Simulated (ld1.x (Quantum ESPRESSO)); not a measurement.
## Te (Z = 52): excitation energies, all-electron against TM semilocal

- Element: tellurium
- Generator: ld1.x (Quantum ESPRESSO) 7.5
- Type: norm-conserving Troullier–Martins (semilocal form)
- Functional: revPBE
- Relativity: scalar-relativistic
- Frozen core: [Kr] 4d10
- Valence charge: 6
- Reference configuration: 5s2 5p3.75 (charge +0.25)
- Partial waves: 5p (bound): rc 1.85 bohr; 5s (bound): rc 1.75 bohr
- Local potential: the s channel
- Core correction: a·sin(br)/r model core inside 0.95 bohr

Energies are relative to the spin-unpolarised reference configuration 5s2 5p3.75; without spin polarisation the order of configurations can differ from experiment.

```
valence configuration  charge  ΔE all-electron (eV)  error AE − PS (meV)
              5s2 5p4       0                -1.704                 +0.4
              5s2 5p2      +2                25.844                  -19
              5s0 5p6       0                16.943                  -38
              5s2 5p1      +3                52.652                  -77
              5s2 5p0      +4                88.995                 -236
            5s2 5p3.5    +0.5                 2.171                 -0.6
```

**Question.** What are ΔE and the potential's error for 5s2 5p3?

**Answer.** ΔE = 7.979 eV all-electron; the error (AE − PS) is -2.7 meV.

Levels in the configuration 5s2 5p0:

```json
{"level": "5s", "all-electron (eV)": "-53.066", "pseudo (eV)": "-53.335"}
```
